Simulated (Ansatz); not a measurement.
Ansatz (a quantum-chemistry and plane-wave program) job for Ge(H)(F)2(OMe) (CH4F2GeO), SMILES C[O][GeH]([F])[F], PBE0/def2-SVPD. The structure is a stationary point at B3LYP-D3(BJ)/def2-SVP. This is a generated structure with no PubChem entry under its InChIKey; it may be hypothetical. The values are those of a single conformer.

Ansatz 0.2 input:
```yaml
crystal:
  periodic: [false, false, false]
  atoms:
    - {symbol: Ge, position_ang: [0.45166999, 0.31959039, -0.00000000]}
    - {symbol: F, position_ang: [0.84556445, -0.67929436, -1.36146858]}
    - {symbol: F, position_ang: [0.84556446, -0.67929437, 1.36146858]}
    - {symbol: O, position_ang: [-1.26842366, 0.63140594, 0.00000001]}
    - {symbol: C, position_ang: [-2.21919779, -0.42725561, 0.00000000]}
    - {symbol: H, position_ang: [1.24928215, 1.61289834, 0.00000001]}
    - {symbol: H, position_ang: [-2.11925128, -1.06275901, 0.89673775]}
    - {symbol: H, position_ang: [-3.22180328, 0.02531179, 0.00000000]}
    - {symbol: H, position_ang: [-2.11925128, -1.06275901, -0.89673774]}
basis:
  gaussian:
    orbitals: def2-SVPD
hamiltonian:
  xc: {name: PBE0}
```

Output:

```
WARN ansatz: RAYON_NUM_THREADS=1 ignored (pool sized by the plan → 1); use --threads N
Functional definition: PBE0
integrals: 0.10 GiB planned
1424 factors; their error is unknown
mean field: 0.86 GiB planned
mean field evaluation 1: about -65067.4278 eV, gradient 6.4e1 eV
mean field evaluation 2: about -65055.5811 eV, gradient 1.1e2 eV
mean field evaluation 4: about -65074.4470 eV, gradient 5.0e0 eV
mean field evaluation 8: about -65074.6965 eV, gradient 1.8e-1 eV
mean field evaluation 16: about -65074.6966 eV, gradient 6.0e-5 eV
mean field -65074.69655196 eV, -2391.4509890711 hartree, gradient 6.0e-5 eV, S^2 0.000000; 0 other end points of the search recorded, 0 dependent functions left out
reference -65074.69658681 eV, -2391.4509903518 hartree; 34, 34 occupied and 125, 125 virtual orbitals, 1424 factors
Total energy: -65074.69658681 eV, -2391.4509903518 hartree
```

Self-consistency was reached.
